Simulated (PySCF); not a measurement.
C₃H₁₀OSi₂, SMILES [C@H]1(O[C@@H]([SiH2]1)[SiH3])C.

Geometry optimised at PBE-D3(BJ)/def2-SVP. The structure was generated by enumeration; whether it is a known compound was not checked.

Two levels are set side by side: PBE/def2-TZVP (PySCF) and M06-2X/def2-TZVP (PySCF). Same geometry, gas phase. Differences are taken from unrounded values.

```csv
quantity,M06-2X
orbital gap (eV),8.85
highest occupied level (eV),-8.46
lowest empty level (eV),0.39
dipole moment (D),1.78
mean polarisability (bohr³),92.5
```

What does PBE give, and how far is it from M06-2X? (Estimate from the structure and the level; the computed values follow.)


```
quantity                       PBE  PBE minus M06-2X
---------------------------  -----  ----------------
orbital gap (eV)              4.52             -4.34
highest occupied level (eV)  -5.68              2.78
lowest empty level (eV)      -1.16             -1.55
dipole moment (D)             1.54             -0.24
mean polarisability (bohr³)   97.7               5.2
```

PBE's occupied levels lie high since its potential decays too fast outside the molecule; exact exchange lowers them and widens the gap. PBE's more diffuse valence density responds more strongly to a field. Differences between two approximate levels are no errors against the true value.

Rough cost on one machine, each run with all the roots and properties that it gave: M06-2X against PBE about 3 times.
